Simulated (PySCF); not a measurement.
Run record: core-ionisation job, MeHSiCl2 (`C[SiH](Cl)Cl`).

Computed with delta-SCF UKS SCAN, pcX-2 on the ionised atom, pcseg-1 elsewhere, spin-free X2C (PySCF 2.14.0). Geometry: GFN2-xTB. The input is one job of a driver script: a line of settings, then coordinates in Å.

Input:
```
{"job": {"kind": "xps"}, "charge": 0, "multiplicity": 1}
C     -1.038976    -0.016475     0.004129
Si     0.853860     0.021715     0.123072
Cl     1.556295     1.634744    -0.870668
Cl     1.612230    -1.651643    -0.717835
H     -1.478900     0.870835     0.449461
H     -1.449174    -0.881015     0.517599
H     -1.371234    -0.063032    -1.030587
H      1.324955     0.094283     1.500264
```

Output:
```
ground state, core basis on atom 0 (C), 119 functions
  cycle   1  E = -1253.57406822  |g| = 4.65e-01
  cycle   2  E = -1253.54109964  |g| = 5.76e-01
  cycle   3  E = -1253.63196264  |g| = 4.69e-02
  cycle   4  E = -1253.63256220  |g| = 1.49e-02
  cycle   5  E = -1253.63262592  |g| = 3.70e-03
  cycle   6  E = -1253.63262816  |g| = 2.29e-03
  cycle   7  E = -1253.63262627  |g| = 3.98e-04
  E(ground) = -1253.67435075 Eh
hole in C 1s of atom 0
  cycle   1  E = -1242.38278941  |g| = 1.50e+00
  cycle   2  E = -1241.82024119  |g| = 1.73e+00
  cycle   3  E = -1242.90289342  |g| = 3.20e-01
  cycle   4  E = -1242.93737020  |g| = 1.38e-01
  cycle   5  E = -1242.94830990  |g| = 3.98e-02
  cycle   6  E = -1242.94914400  |g| = 6.32e-03
  cycle   7  E = -1242.94916710  |g| = 2.95e-03
  cycle   8  E = -1242.94917441  |g| = 8.04e-04
  cycle   9  E = -1242.94917450  |g| = 3.82e-04
  E(ion) = -1242.98914436 Eh   <S^2> = 0.7670   hole on atom = 1.000   binding energy = 290.759 eV
ground state, core basis on atom 1 (Si), 130 functions
  cycle   1  E = -1253.73405176  |g| = 2.89e-01
  cycle   2  E = -1253.73387801  |g| = 5.56e-02
  cycle   3  E = -1253.73352137  |g| = 6.01e-02
  cycle   4  E = -1253.73441867  |g| = 7.90e-03
  cycle   5  E = -1253.73443595  |g| = 6.93e-04
  cycle   6  E = -1253.73443880  |g| = 1.53e-04
  E(ground) = -1253.73492642 Eh
hole in Si 1s of atom 1
  cycle   1  E = -1184.74018625  |g| = 4.35e+00
  cycle   2  E = -1184.39923468  |g| = 2.38e+00
  cycle   3  E = -1184.97736462  |g| = 1.12e+00
  cycle   4  E = -1185.72832935  |g| = 3.52e-01
  cycle   5  E = -1185.79801791  |g| = 5.91e-02
  cycle   6  E = -1185.79886595  |g| = 3.89e-02
  cycle   7  E = -1185.79976657  |g| = 8.46e-03
  cycle   8  E = -1185.79980626  |g| = 2.04e-03
  cycle   9  E = -1185.79980691  |g| = 5.59e-04
  cycle  10  E = -1185.79980749  |g| = 2.61e-04
  E(ion) = -1185.80432382 Eh   <S^2> = 0.7523   hole on atom = 1.000   binding energy = 1848.486 eV
hole in Si 2p of atom 1
  cycle   1  E = -1249.40631329  |g| = 1.25e+00
  cycle   2  E = -1248.94450149  |g| = 1.40e+00
  cycle   3  E = -1249.61570923  |g| = 4.35e-01
  cycle   4  E = -1249.72903935  |g| = 9.55e-02
  cycle   5  E = -1249.73385569  |g| = 2.90e-02
  cycle   6  E = -1249.73432951  |g| = 1.08e-02
  cycle   7  E = -1249.73439286  |g| = 2.69e-03
  cycle   8  E = -1249.73439889  |g| = 6.02e-04
  cycle   9  E = -1249.73439662  |g| = 2.16e-04
  E(ion) = -1249.74223499 Eh   <S^2> = 0.7523   hole on atom = 1.003   binding energy = 108.647 eV
  2p3/2 = 108.497 eV   2p1/2 = 109.126 eV
ground state, core basis on atom 2 (Cl), 130 functions
  cycle   1  E = -1253.81829612  |g| = 4.85e-01
  cycle   2  E = -1253.81830028  |g| = 5.27e-02
  cycle   3  E = -1253.81800595  |g| = 5.43e-02
  cycle   4  E = -1253.81878541  |g| = 9.55e-03
  cycle   5  E = -1253.81880249  |g| = 2.13e-03
  cycle   6  E = -1253.81880231  |g| = 3.26e-04
  E(ground) = -1253.84413510 Eh
hole in Cl 1s of atom 2
  cycle   1  E = -1148.61014919  |g| = 5.47e+00
  cycle   2  E = -1149.14999355  |g| = 2.12e+00
  cycle   3  E = -1149.63251675  |g| = 6.79e-01
  cycle   4  E = -1149.82022876  |g| = 2.28e-01
  cycle   5  E = -1149.84756136  |g| = 8.45e-02
  cycle   6  E = -1149.85144437  |g| = 2.44e-02
  cycle   7  E = -1149.85170252  |g| = 1.03e-02
  cycle   8  E = -1149.85175117  |g| = 2.12e-03
  cycle   9  E = -1149.85175471  |g| = 8.13e-04
  cycle  10  E = -1149.85175431  |g| = 1.21e-04
  E(ion) = -1149.88452773 Eh   <S^2> = 0.7519   hole on atom = 1.000   binding energy = 2828.885 eV
hole in Cl 2p of atom 2
  cycle   1  E = -1245.74630578  |g| = 1.70e+00
  cycle   2  E = -1245.79160576  |g| = 1.22e+00
  cycle   3  E = -1246.17194132  |g| = 2.37e-01
  cycle   4  E = -1246.19776716  |g| = 1.25e-01
  cycle   5  E = -1246.20715484  |g| = 3.36e-02
  cycle   6  E = -1246.20773305  |g| = 9.97e-03
  cycle   7  E = -1246.20777934  |g| = 3.21e-03
  cycle   8  E = -1246.20778456  |g| = 8.05e-04
  cycle   9  E = -1246.20778258  |g| = 2.02e-04
  E(ion) = -1246.24108339 Eh   <S^2> = 0.7517   hole on atom = 1.001   binding energy = 206.890 eV
  2p3/2 = 206.304 eV   2p1/2 = 207.958 eV
```

Cycles run on a coarse grid; E(ground) and E(ion) are re-evaluated on a finer one, so they differ from the last cycle. For a 2p shell the printed binding energy is that of one 2p hole without spin–orbit coupling; the 2p3/2 and 2p1/2 values follow from a further step that adds the ground-state splitting of the three 2p orbitals and a mean-field spin–orbit operator, and the shell mean corrects the one hole to the average of the three. The program numbers atoms from 0.

How does the 1s binding energy of Si2 follow from the two total energies?

E(ion) − E(ground) = -1185.80432382 − (-1253.73492642) = 67.930603 Eh, times 27.211386 eV gives 1848.49 eV.

In short: C1s of C1 290.76 eV; Si1s of Si2 1848.49 eV; Si2p of Si2 108.71 eV (mean of the 2p shell); Cl1s of Cl3 2828.89 eV; Cl2p of Cl3 206.86 eV (mean of the 2p shell); one atom stands for each set of equivalent ones.

Isolated species at its GFN2-xTB geometry, gas phase.

How long does this job take on one thread of an Arm Neoverse N1, on a shared host?

About 24 s.
Labels such as C1 count atoms from 1, the log's own numbers from 0.
